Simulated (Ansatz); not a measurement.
Species: sum formula HSiOF2 (charge 0, doublet). It need not be the lowest isomer of its formula. 
Structure (B3LYP-D3(BJ)/def2-TZVP (Ansatz, a quantum-chemistry and plane-wave program) minimum search):
```xyz
5

Si    -0.0649    -0.2381     0.2811
F     -0.6680     1.1889     0.6441
F     -0.8130    -0.7534    -1.0355
O      1.5216     0.0165    -0.0125
H      2.0649    -0.7184    -0.3126
```
Charge 0, spin multiplicity 2.

Wanted: atomisation energy (electronic, to ground-state atoms), in kcal/mol. Cores are frozen in the correlated levels unless marked. UHF or UKS for open shells. Spin-orbit coupling is left out. Non-relativistic. The coupled-cluster limit lacks core correlation, which all-electron functionals hold. Basis-set limits of correlation are two-point, X^-3; Hartree-Fock from the larger set. [CCSD(T)-MP2]/basis is that difference in the basis named.

| level | program | atomisation energy (kcal/mol) |
|---|---|---|
| HF/STO-3G | Ansatz | 247.7 |
| HF/6-31G | Ansatz | 237.9 |
| HF/6-31G* | Ansatz | 327.5 |
| SVWN5/def2-TZVPD | Ansatz | 566.7 |

Predict the RI-MP2/CBS(cc-pV(T+d)Z,cc-pV(Q+d)Z)+[CCSD(T)-MP2]/cc-pV(T+d)Z result (Ansatz).

490.1 kcal/mol
